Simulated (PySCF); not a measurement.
**GeO(OH)₂, singlet: molecular constants**

Level of theory: PySCF, B3LYP, basis Ge def2-SVP, O def2-SVP, H def2-SVP (no relativity, density fitting).

The structure is a minimum.

| Item | Value |
| --- | --- |
| Point group | C2v |
| Bond lengths | Ge–O 1.639 Å, Ge–O 1.756 Å (×2), O–H 0.969 Å (×2) |
| Bond angles | Ge–O–H 110.9° (×2), O–Ge–O 101.7°, O–Ge–O 129.1° (×2) |
| Atomisation energy without zero-point energy | 2067 kJ/mol |
| Rotational constants | 0.244, 0.2052, 0.1114 cm⁻¹ |
| Enthalpy at 298.15 K above 0 K | 16.53 kJ/mol |
| Zero-point energy | 80.3 kJ/mol |
| Heat capacity Cp at 298.15 K | 80.1 J/(mol K) |
| Entropy at 298.15 K and 1 bar | 304.2 J/(mol K) |
| Rotational symmetry number | 2 |
| Dipole moment | 1.09 D |
| Principal polarisabilities | 21.3, 35.8, 35.9 bohr³ |
| Highest occupied level | -7.72 eV |
| Principal quadrupole moments (Buckingham, traceless) about the centre of mass | -17.21, 2.90, 14.31 D Å |
| Lowest empty level | -1.78 eV |

Harmonic modes (masses in u: Ge 73.921, O 15.995, H 1.008):
```
symmetry  ω (cm⁻¹)  IR (km/mol)  μ (u)
      b1       219         24.0  15.00
      b2       224         61.5   9.05
      a1       245          0.0   5.90
      a2       364          0.0   1.16
      b1       421          234   1.06
      a1       717         24.8  12.23
      b2       751          131  16.92
      b2       906         40.4   1.11
      a1       955         92.2   1.18
      a1       985          113   9.92
      b2      3816          228   1.07
      a1      3817          1.5   1.07
```

In C2v the vibrations span 2b1 + 4b2 + 5a1 + a2. Here b1 is antisymmetric to the molecular plane and b2 lies in it. The a2 mode carries no infrared intensity, as symmetry demands.

Charges (e):
| atom | Mulliken | Löwdin | polar tensor | Mayer order to Ge1 |
| --- | --- | --- | --- | --- |
| Ge1 | 0.82 | 0.49 | 1.46 | – |
| O2 | -0.47 | -0.36 | -0.64 | 1.99 |
| O3,4 | -0.38 | -0.17 | -0.71 | 1.11 |
| H5,6 | 0.20 | 0.10 | 0.30 | 0.03 |
Other Mayer orders above 0.3: O–H 0.95 (×2).

Mulliken populations on Ge1: s 7.07, p 13.68, d 10.43.

Outer orbital energies (eV). occupied: -13.52, -12.06, -10.99, -10.57, -9.51, -9.40, -7.97, -7.72; empty: -1.78, -0.79, 1.07, 1.81.

This need not be the most stable arrangement of these atoms.

The final relaxation and frequency run took 75 s on 2 threads of a shared Arm Neoverse N1 host, with 84 basis functions and 19 gradients; the process peaked at 1.3 GiB. Launch command: `OMP_NUM_THREADS=2 python axn.py task.json out`.
